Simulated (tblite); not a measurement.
diisopropyl selenide (C6H14Se), singlet, at a GFN2-xTB geometry; GFN1-xTB run with tblite 0.6.0.

Input for tblite:
```
$ tblite run mol.xyz --method gfn1 --charge 0 --spin 0 --efield 0,0,0.1 --json tblite.json --no-restart

# file mol.xyz
21

C      1.86446653     1.29407804     0.80317924
C      1.50690558    -0.17259937     0.65139770
C      2.68489215    -0.99790827     0.16360737
Se    -0.00341687    -0.41315183    -0.64432887
C     -1.48670476     0.35052891     0.47190419
C     -1.91146264     1.70546761    -0.06583612
C     -2.64416304    -0.63203627     0.51247011
H      2.19116429     1.70310963    -0.15088233
H      2.67491464     1.40507664     1.52279648
H      1.01422512     1.87378939     1.15742322
H      1.13115908    -0.57491929     1.59824306
H      2.40312917    -2.04381665     0.05518323
H      3.50766455    -0.92945013     0.87370971
H      3.02915302    -0.63217163    -0.80266792
H     -1.04753119     0.45505650     1.46887565
H     -1.06670254     2.38915777    -0.11779913
H     -2.32805585     1.59998211    -1.06575793
H     -2.67131268     2.14223315     0.58145157
H     -2.31920383    -1.59481014     0.90161164
H     -3.04810621    -0.78347580    -0.48724072
H     -3.43792651    -0.24778338     1.15189977
```

The log (banner, timings and long lists left out):

```
xTB calculator
 | screened Coulomb repulsion
 | Coulomb electrostatics
 |  * isotropic Klopman-Ohno-Mataga-Nishimoto electrostatics
 |  * onsite third-order electrostatics
 | DFT-D3(BJ) dispersion correction
 | Interactions (1)
 | [1] electric field

halogen bonding energy    0.0000000000000E+00 Eh
repulsion energy          2.9274155809587E-01 Eh
dispersion energy        -9.1128299411805E-03 Eh
interaction energy        0.0000000000000E+00 Eh
number of electrons       4.4000000000000E+01 e
integral cutoff           2.0076194534669E+01 bohr

------------------------------------------------------------
  cycle        total energy    energy error   density error
------------------------------------------------------------
      1     -23.59936931087  -2.3882998E+01   3.4264184E-01
      2     -23.59969690156  -3.2759069E-04   2.0502913E-01
      3     -23.59967933753   1.7564031E-05   2.0135646E-03
      4     -23.59970411310  -2.4775573E-05   8.5748043E-04
      5     -23.59970946336  -5.3502633E-06   1.2651506E-04
      6     -23.59970952286  -5.9499271E-08   2.2015259E-05
      7     -23.59970952361  -7.5241857E-10   7.7310387E-06
------------------------------------------------------------

electronic energy        -2.3883338251769E+01 Eh
total energy             -2.3599709523614E+01 Eh

Post processing:
 | Mayer-Wiberg bond orders

[Info] JSON dump of results written to 'tblite.json'
```
